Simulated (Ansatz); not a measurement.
Coupled-cluster diagnostics for SnH2MeF (CH₅FSn), Ansatz.

Geometry of the singlet (PBE-D4/def2-TZVP):

Cartesian coordinates in Å:
```
Sn -0.288 -0.928 0.044
H 0.870 -2.118 -0.411
H -1.872 -1.279 -0.531
C 0.348 1.100 -0.241
H 0.537 1.295 -1.304
H 1.269 1.265 0.331
H -0.434 1.777 0.123
F -0.429 -1.111 1.988
```

In the def2 sets Sn takes a core potential; there is no spin–orbit coupling. Correlated methods freeze 6 core orbitals; core or outer-core shells of Sn are correlated, in sets that lack core-valence functions.

**Question.** Estimate the CCSD(T) correlation energy, the shares of MP2 and (T), T1 and the reference's ⟨S²⟩ for: charge 0, singlet, own geometry in def2-TZVPP; and the rough time on 4 threads of Arm Neoverse V1 on a shared host.

**Answer.** 
```
                          state       basis  correlation (eV)  MP2 share (%)  (T) share (%)     T1  ⟨S²⟩ (pure)  wall time
charge 0, singlet, own geometry  def2-TZVPP           -22.015           94.8            2.9  0.013  0.00 (0.00)       52 s
```
Customary marks for T1 are 0.02 (closed shells), 0.045 (open shells) and about 0.05 (3d metals). T1 stays under 0.02 throughout.
